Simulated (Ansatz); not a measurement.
The first iterations of a band of CH$_{3}$BiClF (7 atoms, charge 0, multiplicity 1).

All numbers below come from Ansatz 0.2.0, RKS B3LYP-D4/def2-SVP.

- movable images: 5
- climbing image: yes
- spring: 5.0 eV/Å²
- optimiser: quadratic models (default)
- start path: through a guess of the saddle point
- force threshold: 0.05 eV/Å
- iteration limit: 36
- end points: relaxed

Image 0:

```xyz
7
Properties=species:S:1:pos:R:3
C -0.297 0.847 0.314
Bi 0.872 -0.498 -1.106
F 1.887 -1.381 0.441
Cl -0.990 -2.138 -1.326
H -1.366 0.767 0.077
H -0.093 0.448 1.319
H 0.049 1.888 0.235
```

Image 6:

```xyz
7
Properties=species:S:1:pos:R:3
C -0.352 0.737 0.492
Bi 0.442 -1.391 0.295
F 2.188 -0.740 -0.562
Cl -0.846 -1.858 -1.787
H -1.280 0.819 -0.089
H -0.523 0.993 1.548
H 0.432 1.374 0.057
```

| iteration | highest image above the first end (eV) | largest band force component (eV/Å) |
| --- | --- | --- |
| 1 | 2.075 | 6.172 |
| 2 | 1.281 | 1.144 |

Problem. Does the band converge within its limit, and where does its top end?

Solution. The run converged. It ended after 7 iterations with the highest image 1.183 eV above the first end. A vibrational analysis at the climbing image gives 2 clearly imaginary modes (131i, 56i cm⁻¹): a point of higher order, so a lower path passes nearby.

Time of the run: 2.8 min on 1 thread of Arm Neoverse V2, on a shared host, peak memory 0.19 GiB.
